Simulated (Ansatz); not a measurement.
`C[Si](S)(Cl)Cl` + `CS[SiH2]BCl` → `S[Si](Cl)(Cl)Cl` + `CB[SiH2]SC`  (redistribution)

Gas-phase electronic energies from Ansatz, PBE0-D4/def2-TZVP geometries. CCSD(T)/CBS adds triple-zeta CCSD(T) − MP2 to the extrapolated MP2 energy (def2 sets, frozen cores). DFT in def2-TZVPP. One conformer a species, not always the lowest.

```json
{"level": "PBE0-D4", "ΔE (eV)": "0.09"}
{"level": "CCSD(T)/def2-TZVPP", "ΔE (eV)": "0.15"}
```

What does CCSD(T)/CBS give? (Estimate.)

The calculation gave: +0.11 eV. The listed levels differ from it by -0.02, 0.04 eV.

Largest T1 diagnostic among the species: 0.012.

In def2-TZVPP, CCSD(T) changes the Hartree–Fock value by +0.09 eV (the triples alone add +0.02 eV) and MP2 by +0.07 eV.
